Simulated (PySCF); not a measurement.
**NdCl3(H2O) at several levels of theory**

Computed with PySCF 2.14.0 (density fitting, no spin-orbit coupling) at the geometry relaxed with r2SCAN:

```xyz
7
NdCl3(H2O) (singlet in the valence; each metal's 4f electrons, 3 of them, lie in its core potential, out of spins and levels)
Nd    0.0154   -0.0994    0.0088
Cl    0.9511    2.1235    0.9225
Cl   -1.6127   -1.4998    1.3953
Cl    1.2132   -1.2445   -1.9383
O    -1.2848    1.5047   -1.2996
H    -0.9849    2.4071   -1.0949
H    -1.6816    1.5182   -2.1821
```

| level | basis | state | HOMO (eV) | gap (eV) | charge on Nd1 (e) | population of f-type functions on Nd1 (polarisation alone where 4f lies in the core) | dipole about the centre of mass (D) | largest force component (eV/Å) |
| --- | --- | --- | --- | --- | --- | --- | --- | --- |
| r2SCAN | Nd lcecp-1-SVP with ECP49, Cl def2-SVP, O def2-SVP, H def2-SVP | singlet | -7.42 | 5.32 | 0.92 | 0.06 | 5.01 | 0.01 |
| TPSSh | the same | singlet | -7.71 | 5.79 | 0.94 | 0.06 | 5.00 | 0.13 |
| PBE0 | the same | singlet | -8.42 | 6.74 | 0.92 | 0.06 | 5.01 | 0.16 |
| BP86 | the same | singlet | -7.09 | 4.70 | 0.74 | 0.06 | 4.94 | 0.40 |
| B3LYP | the same | singlet | -8.05 | 6.12 | 0.83 | 0.06 | 4.98 | 0.09 |

In the lcecp rows the 4f levels are missing from HOMO and gap, and the state counts the valence alone.

Charges are Mulliken's, which hang on the basis. The relaxation used the grid (50, 194), these runs (75, 302) or, all-electron (x2c bases, spin-free X2C Hamiltonian), (99, 590).

Question: What does r2SCAN with Nd lcecp-1-TZVP with ECP49, Cl def2-TZVP, O def2-TZVP, H def2-TZVP give here?

Answer: state singlet, HOMO (eV) -7.55, gap (eV) 5.37, charge on Nd1 (e) 1.46, population of f-type functions on Nd1 (polarisation alone where 4f lies in the core) 0.08, dipole about the centre of mass (D) 4.89, largest force component (eV/Å) 0.28. Time: 25 s on 2 threads of Arm Neoverse V1, on a shared host, from free ions and atoms.

In the first row's basis the gap widens with exact exchange: 4.7 to 5.3 eV for BP86, r2SCAN (none); 5.8 to 6.7 eV for TPSSh, B3LYP, PBE0 (a fixed share).

No frequency check is given that shows the relaxed geometry to be a minimum. An lcecp potential fixes the number of 4f electrons, so in runs with it no electron can move into or out of that shell.
